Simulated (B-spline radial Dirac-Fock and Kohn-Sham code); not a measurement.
**What relativity does to the binding energies of Ho²⁸⁺**

System: holmium as Ho²⁸⁺ in the configuration [Kr] 4d3.

Both columns are ΔSCF binding energies of the configuration average from an atomic code on a B-spline grid: non-relativistic Hartree-Fock with a point nucleus, and Dirac-Fock with a finite nucleus and the Coulomb interaction alone, averaged over the two j levels with weights 2j+1.

| shell | Hartree-Fock (eV) | Dirac-Fock (eV) | shift (eV) | shift (%) |
| --- | --- | --- | --- | --- |
| 1s | 53228.2 | 56880.4 | +3652.22 | +6.86 |
| 2s | 9495.9 | 10446.6 | +950.68 | +10.01 |
| 2p | 9084.3 | 9392.3 | +307.98 | +3.39 |
| 3s | 2898.3 | 3130.6 | +232.30 | +8.02 |
| 3p | 2713.9 | 2798.5 | +84.59 | +3.12 |
| 3d | 2375.0 | 2360.7 | -14.25 | -0.60 |
| 4s | 1240.9 | 1311.0 | +70.09 | +5.65 |
| 4p | 1157.5 | 1183.9 | +26.43 | +2.28 |
| 4d | 1025.2 | 1023.5 | -1.74 | -0.17 |

Relativity binds 1s, 2s, 2p, 3s, 3p, 4s, 4p more strongly, among those listed most of all 2s in relative terms, and 3d, 4d more weakly, because the contracted s and p shells screen the nucleus better.

Values without a named source are computed, but for edge energies of neutral atoms, which are taken from tables.
